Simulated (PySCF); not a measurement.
Working out the excitation energy of Nb

Nb [Kr] 4d4 5s1 (6D) → Nb [Kr] 4d3 5s1 5p1 (high-spin determinant). Calculation: PySCF 2.14, in def2-TZVPPD with the def2 core potential (28 electrons) (6s4p3d2f1g, 56 functions); a scalar-relativistic core potential. Frozen: 4s2 4p6. Energies in hartree (1 hartree = 27.21139 eV):

```tsv
part	Nb (lower)	Nb (upper)
UHF	-56.329081	-56.273313
CCSD correlation	-0.058560	-0.040197
(T)	-0.001487	-0.001090
```

Problem. What does Hartree-Fock give?

Solution. (-56.273313) − (-56.329081) = 0.055768 hartree = 1.518 eV.

Problem. What do CCSD and CCSD(T) give?

Solution. The CCSD correlation energies differ by 0.018363 hartree = 0.500 eV and the triples by 0.000397 hartree = 0.011 eV, so CCSD gives 2.018 eV and CCSD(T) 2.029 eV.

One determinant mixes LS terms, so it does not stand for a single term.
